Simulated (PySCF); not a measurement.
## Spin states of ZnN

Unrestricted PBE0; basis Zn def2-TZVPPD, N def2-TZVPPD; no relativity; PySCF 2.14. Outer shells of the fragments: Zn 3d10 4s2; N 2s2 2p3.

Followed along the bond (rough minima from three points):

| 2Ms+1 | unpaired | ⟨S²⟩ at the start | R at minimum (Å) | Te (eV) |
| --- | --- | --- | --- | --- |
| 4 | σ ↑, π ↑↑ | 3.76 | 2.05 | 0.00 |
| 2 | σ ↓, π ↑↑ | 1.76 | 1.97 | 0.38 |
| 2 | σ ↑, π ↑↓ | 1.76 | 1.99 | 0.75 |
| 2 | π ↑ | 1.11 | 1.83 | 0.79 |

Solutions found at the starting distance of 1.845 Å, counted from the lowest of them; the search is not exhaustive and high or unbound solutions are not listed, so other states can lie among these:

| 2Ms+1 | unpaired | term | E (eV) | ⟨S²⟩ | ⟨Lz²⟩ | μ (D) |
| --- | --- | --- | --- | --- | --- | --- |
| 4 | σ ↑, π ↑↑ | ⁴Σ⁻ | 0.00 | 3.76 | 0.00 | -1.31 |
| 2 | σ ↓, π ↑↑ | mixed | 0.31 | 1.76 | 0.00 | -1.63 |
| 2 | π ↑ | mixed | 0.64 | 1.11 | 1.01 | -4.06 |
| 2 | σ ↑, π ↑↓ | mixed | 0.70 | 1.76 | 2.01 | -1.50 |
| 4 | σ ↑↑, π ↑ | ⁴Π | 1.79 | 3.76 | 1.02 | -2.32 |
| 2 | σ ↑ | mixed | 2.33 | 0.75 | 2.00 | -1.58 |

A term symbol is given only where ⟨S²⟩ and ⟨Lz²⟩ are close to those of a pure state; real π, δ and φ orbitals otherwise mix terms. A positive dipole means Zn(−)N(+).

Problem. Compare the gap between the two lowest followed solutions at the starting distance with the gap between their minima.

Solution. At PBE0 the second solution (Ms = 0.5 of mixed spin, unpaired electrons σ ↓, π ↑↑) lies +0.31 eV from the first (quartet, unpaired electrons σ ↑, π ↑↑) at 1.845 Å and +0.38 eV at the minima; the two curves relax by different amounts, since their minima lie near 1.97 and 2.05 Å.
